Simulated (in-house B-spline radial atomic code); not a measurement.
Cu. Computed with a B-spline radial atomic code. Model: non-relativistic spherical atom: semilocal Troullier-Martins pseudo-atom, one channel per l, against all electrons, high spin, G0W0 and RPA with empty states to l = 8, local potential for every l without a channel, a model core (radius 0 = none) keeps its share of the functional.

What the tables leave out is listed at the end.

The pseudopotential gives back the lowest level of each angular momentum of its own functional in the configuration it was made in; a second state of the same l is only approximately right. Exact exchange, RPA and GW see the smooth pseudo-orbitals and miss the exchange with the core, for which the functional's share stands in. The column with an uncorrelated core keeps all orbitals and exact exchange, and so separates missing core correlation from pseudisation. Only the three outermost levels and the lowest empty one were computed. RPA here is direct RPA, with no exchange kernel, and its energies carry an (l + 1/2)⁻⁴ tail. A hybrid on a potential with a model core restores only its own semilocal share of the core's exchange.

Command:
```bash
python run_psgw.py task.json out
```
Settings (lengths in bohr, energies in hartree):
```
Z                      29
electrons              29
configuration          [Ar] 3d10 4s1
generated_in           [Ar] 3d10 4s1
functional             lda,vwn
core_shells            5
radius_factor          1.3
core_correction        True
ion_configuration      [Ar] 3d10
```

Run time, properties included: 54 s on 1 thread of Intel(R) Xeon(R) Platinum 8259CL CPU @ 2.50GHz (Skylake/Cascade Lake), with other jobs on the host.

Given: made with LDA VWN5; model core radius 0.389 bohr; local radius 2.513 bohr; mean-field start LDA VWN5.

Valence shells of the generating configuration: 3d, 4s.

Channel: s 2.988, p 3.4, d 2.356 (radii in bohr).

Computed: largest level miss in the spin-unpolarised generating configuration 0 eV; valence RPA correlation energy all-electron orbitals -0.76271 hartree; all-electron RPA polarisability, core included 31.135 bohr³; pseudo-atom RPA polarisability 31.174 bohr³; ionisation by mean-field all-electron 8.387 eV; ionisation by mean-field pseudo minus all -0.016 eV; ionisation by RPA all-electron 8.0557 eV.

```csv
level,occupied,mean-field all-electron (eV),mean-field pseudo minus all (eV),G0W0 all-electron (eV),G0W0 uncorrelated core minus all (eV),G0W0 pseudo minus all (eV),exchange self-energy all-electron (eV),exchange self-energy pseudo (eV)
4s up,1,-5.0072,0.016,-8.1446,-0.026,-0.415,-10.991,-10.713
4s down (empty),0,-4.188,-0.031,-1.3643,-0.016,-0.37,-2.454,-2.2359
```

(1) What is the ionisation by RPA pseudo minus all?

(2) What is the valence RPA correlation energy pseudo?

Given: mean-field start PBE0.

Computed: valence RPA correlation energy all-electron orbitals -0.70487 hartree; valence RPA correlation energy pseudo -0.87008 hartree; all-electron RPA polarisability, core included 28.821 bohr³; pseudo-atom RPA polarisability 28.056 bohr³; ionisation by mean-field all-electron 7.7474 eV; ionisation by RPA pseudo minus all 1.096 eV.

```csv
level,occupied,mean-field all-electron (eV),mean-field pseudo minus all (eV),G0W0 all-electron (eV),G0W0 uncorrelated core minus all (eV),G0W0 pseudo minus all (eV),exchange self-energy all-electron (eV),exchange self-energy pseudo (eV)
4s up,1,-5.3671,-0.243,-7.8448,-0.018,-0.427,-10.454,-10.538
4s down (empty),0,-2.6753,-0.273,-1.045,-0.014,-0.533,-2.0007,-1.9783
```

(3) What is the ionisation by mean-field pseudo minus all?

(4) What is the ionisation by RPA all-electron?

Answers

(1) 1.009 eV.

(2) -0.90977 hartree.

(3) 0.269 eV.

(4) 7.9169 eV.

Among the listed levels the largest G0W0 shift of the pseudo-atom is -0.53 eV, for 4s down (empty) on the PBE0 start, while leaving the core uncorrelated moves that level by -0.01 eV. So pseudisation and the lost core exchange, not the missing core correlation, make the error. Not in the tables (levels of low weight, unsolved or above zero; the highest and the empty levels are kept at any weight): on LDA the G0W0 levels 3d down (pseudo minus all +1.91 eV, weights 0.45 and 0.49), 3d up (pseudo minus all +1.79 eV, weights 0.46 and 0.49); on PBE0 the G0W0 levels 3d down (pseudo minus all +3.05 eV, weights 0.76 and 0.70), 3d up (pseudo minus all +2.97 eV, weights 0.74 and 0.51); no Hartree-Fock pseudo-atom is run with a model core.
